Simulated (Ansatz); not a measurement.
Reaction (formal exchange of groups at the Si–N bond): `BN([SiH2][SiH3])[SiH2]Cl` + `NBF` → `NB(F)[SiH2]Cl` + `BN[SiH2][SiH3]`

Computed with Ansatz on PBE0-D4/def2-TZVP structures; ΔE is electronic, products minus reactants. CCSD(T)/CBS is the MP2 limit (def2-TZVPP, def2-QZVPP) plus CCSD(T) − MP2 in def2-TZVPP, frozen cores. This one scheme is used for every species. Functionals use def2-TZVPP. One conformer a species, not always the lowest.

```
         level  ΔE (kJ/mol)
       PBE0-D4         62.9
 HF/def2-TZVPP         76.7
MP2/def2-QZVPP         85.7
  HF/CBS(def2)         78.5
```

(1) What does CCSD(T)/CBS give? (An estimate is asked.)

Largest T1 diagnostic among the species: 0.013.

## Answers

(1) Ansatz gave: +75.5 kJ/mol. The listed levels differ from it by -12.6, 1.2, 10.2, 3.0 kJ/mol.

The D4 term adds +13.1 kJ/mol with B3LYP and +7.6 kJ/mol with PBE0; it sums over pairs of atoms, weighted by their polarisabilities, and B3LYP, whose exchange is more repulsive, gets the larger term. From PBE to PBE0 (25 % exact exchange), in def2-TZVPP and without D4, ΔE moves by +8.0 kJ/mol.

CCSD(T)/CBS has its own doubt, a few kJ/mol and more with outer-core shells, so smaller differences from it don't rank the levels.

B3LYP here is the variant with VWN-RPA as its local correlation; programs differ in this.
